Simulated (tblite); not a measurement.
Species: C2H13N3OSi3.
Atom-mapped SMILES: `[OH:1][SiH:2]1[NH:3][CH2:4][SiH2:5][NH:6][SiH2:7][CH2:8][NH:9]1` (hydrogens: H10 on O1; H11 on Si2; H12 on N3; H13, H14 on C4; H15, H16 on Si5; H17 on N6; H18, H19 on Si7; H20, H21 on C8; H22 on N9)

Cartesian coordinates in Å at the GFN2-xTB level; atoms count from 1:
```
atom  x, y, z in Å
O1     2.9451   -1.3880   -0.5989
Si2    1.5244   -0.9579    0.0940
N3     1.8106    0.7294    0.2338
C4     1.1169    1.6988    1.0510
Si5   -0.7416    1.3774    1.3143
N6    -1.6225    1.2632   -0.1754
Si7   -2.1522   -0.0979   -1.1037
C8    -1.1315   -1.6242   -0.6024
N9     0.2754   -1.5282   -0.9412
H10    3.0059   -2.2661   -0.9601
H11    1.3144   -1.6818    1.3533
H12    2.7797    0.9823    0.1004
H13    1.2383    2.6859    0.5857
H14    1.5855    1.7785    2.0439
H15   -0.9709    0.1563    2.0842
H16   -1.2721    2.5478    2.0314
H17   -1.8627    2.1534   -0.5817
H18   -3.5803   -0.3575   -0.8642
H19   -1.9282    0.2061   -2.5253
H20   -1.5414   -2.5204   -1.0847
H21   -1.1997   -1.7911    0.4720
H22    0.3967   -1.3465   -1.9274
```

Calculated harmonic vibrations of the isolated species, GFN2-xTB (tblite), most abundant isotopes, no scaling. Against measured fundamentals such values can be off by several per cent, at times by over 20. Modes of hydrogen on silicon can be 10 to 20 % off. One conformer, not necessarily the lowest.

Harmonic wavenumbers (cm⁻¹): 36.9, 67.4, 106.4, 127.6, 155.5, 182.4, 216.3, 225.6, 254.1, 276.8, 292.0, 310.5, 352.0, 386.1, 467.0, 500.5, 519.6, 530.2, 575.8, 599.3, 635.0, 664.1, 674.8, 692.3, 720.4, 732.0, 758.8, 765.9, 774.7, 782.3, 809.4, 821.2, 847.1, 873.9, 907.0, 990.6, 1145.9, 1162.7, 1186.9, 1199.1, 1201.8, 1230.4, 1279.3, 1378.0, 1387.6, 1478.0, 1491.4, 2175.0, 2184.1, 2194.1, 2198.3, 2266.1, 2826.0, 2883.5, 2890.3, 2990.0, 3424.2, 3427.2, 3463.5, 3713.1.

A = 1294, B = 847.5, C = 565.8 MHz; mass 179.037 u (most abundant isotopes); point group C1, symmetry number 1.

Problem. What is the zero-point energy?

Solution. Half the sum of the wavenumbers: 34704 cm⁻¹ = 415.15 kJ/mol.

Problem. Give the ideal-gas entropy at 500 K and 1 bar in the rigid-rotor, harmonic-oscillator model (classical rotation).

Solution. Translation 184.30, rotation 134.59, vibration 291.48: S = 610.4 J/(mol K).

Problem. And Cp and H(500 K) − H(0)?

Solution. Cp = 312.04 J/(mol K), of which vibrations give 278.78 (their classical limit is 60 R = 498.9); H(500 K) − H(0) = 92.44 kJ/mol without the zero-point energy, 75.81 from vibrations.

Problem. What must be added to the electronic energy to get the Gibbs energy at 500 K and 1 bar?

Solution. ZPE + [H(500 K) − H(0)] − T·S = 415.15 + 92.44 − 305.19 = 202.40 kJ/mol.

Problem. How do the functions run with temperature in this model?

Solution. 
```tsv
T (K)	S (J/(mol K))	Cp (J/(mol K))	H − H(0) (kJ/mol)	G − H(0) (kJ/mol)	ln q(vib)
50	258.3	59.1	2.18	-10.73	0.67
100	310.1	94.3	6.02	-24.99	2.14
298.15	472.2	222.4	37.72	-103.07	9.29
373.15	526.5	261.2	55.90	-140.55	12.12
750	750.4	377.6	179.34	-383.48	25.52
1000	865.1	419.0	279.27	-585.86	33.34
```

q(vib) and H(0) count from the zero-point level.

Hindered rotation and anharmonicity are outside this model. Other conformers, if any are populated, would add a mixing term that is left out. The structure is chiral; the term R ln 2 for an equal mix with its mirror image is left out.
